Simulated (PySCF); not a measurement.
## Structure elucidation problem

An unknown has the formula C8H7N. Its calculated NMR data are:

1H NMR (600 MHz, computed): δ 7.56 (m, 2H), 7.50 (m, 1H), 7.43 (m, 2H), 3.25 (s, 2H).

13C{1H} NMR (computed): δ 136.7 (C), 135.3 (CH), 135.1 (CH), 134.2 (CH), 122.3 (C), 25.2 (CH2).

Theoretical values (PySCF 2.14.0 with density-fitted response routines): σ from GIAO-PBE0/pcSseg-1, couplings computed with B3LYP/pcJ-1 (without the spin–dipole term), geometry from PBE0-D3(BJ)/def2-SVP. One conformer, isolated molecule, non-relativistic Hamiltonian, averaged over atoms made equivalent by symmetry, fast rotation or ring inversion.

Referencing at the same level of theory: 1H, 13C vs TMS.

Task: Which candidate is it?
A. CC#Cc1ccccn1
B. c1ccn2cccc2c1
C. C=C=Cc1ccccn1
D. Cc1ccc(C#N)cc1
E. Cc1ccccc1C#N
F. N#CCc1ccccc1

Result: F. 

1. The formula gives 6 degrees of unsaturation (1 ring in the answer).
2. 6 carbon signals for 8 carbons: some carbons are equivalent by symmetry or fast rotation.
3. Carbon types of the structure: 2 × C, 5 × CH, 1 × CH2, which accounts for all hydrogens.
4. δC 136.7: substituted aromatic carbon.
5. δC 135.3, 135.1, 134.2: aromatic CH; the aromatic region.
6. δC 122.3: nitrile carbon; this is the usual window of a C≡N carbon, which has no attached hydrogen.
7. δH 7.56, 7.50, 7.43: hydrogen on an aromatic CH; the ring current deshields protons in the ring plane.
8. δH 3.25: hydrogen on an sp3 CH2 on an aromatic ring; benzylic-type position, deshielded by the ring.

The others: Cc1ccccc1C#N would give 8 carbon signals, not 6; c1ccn2cccc2c1 would give 8 carbon signals, not 6; Cc1ccc(C#N)cc1 would give 3 signals for carbon-bound and other non-exchanging H, not 4; CC#Cc1ccccn1 would give 8 carbon signals, not 6; C=C=Cc1ccccn1 would give 8 carbon signals, not 6.

Multiplet labels drop couplings under 1 Hz and merge nearly equal ones. Couplings among chemically equivalent protons are left out too, so labels in AA′BB′ or AA′XX′ sets are apparent multiplicities. Unscaled 3J(H,H) at this level run about 10 % above measured values. Shifts are as computed. Against solution values, carbons near 30 ppm lie about +2 ppm off and those near 130 ppm about +5 ppm. Of 1211 compounds with measured shifts, 218 miss one by over three times the rms of a fit or turn the order of signals round; such compounds aren't used in these exercises.
